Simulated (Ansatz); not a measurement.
The molecule SrF, multiplicity 2 (the spin of the measured ground state). No spin–orbit coupling.

```csv
level,bond energy D_e (eV)
SVWN5/def2-TZVPP,6.407
PBE/def2-TZVPP,5.748
r2SCAN/def2-TZVPP,5.785
B97M-V/def2-TZVPP,5.428
B3LYP/def2-TZVPP,5.416
PBE0/def2-TZVPP,5.439
BHLYP/def2-TZVPP,5.033
CAM-B3LYP/def2-TZVPP,5.515
wB97X-V/def2-TZVPP,5.515
wB97M-V/def2-TZVPP,5.302
B2PLYP/def2-TZVPP,5.338
CCSD/def2-TZVPP,4.992
CCSD/def2-QZVPP,5.281
CCSD(T)/def2-TZVPP,5.071
CCSD(T)/def2-QZVPP,5.376
```

The rows run from 4.992 (CCSD/def2-TZVPP) to 6.407 eV (SVWN5/def2-TZVPP). From def2-TZVPP to def2-QZVPP CCSD(T) changes by 0.306. The 11 functionals in def2-TZVPP without D3 or D4 span 1.374, from BHLYP to SVWN5.

D_e counts from the fitted minimum to each atom's lowest state at the same level, without counterpoise.

Correlated levels freeze the inner cores; with def2 sets outer-core shells near the valence are correlated too.

Codes used: Ansatz (Gaussian orbitals). Values without a source in brackets are computed. In def2 rows elements past Kr take small-core potentials, without spin–orbit coupling.

Ansatz is a program for electronic structure.
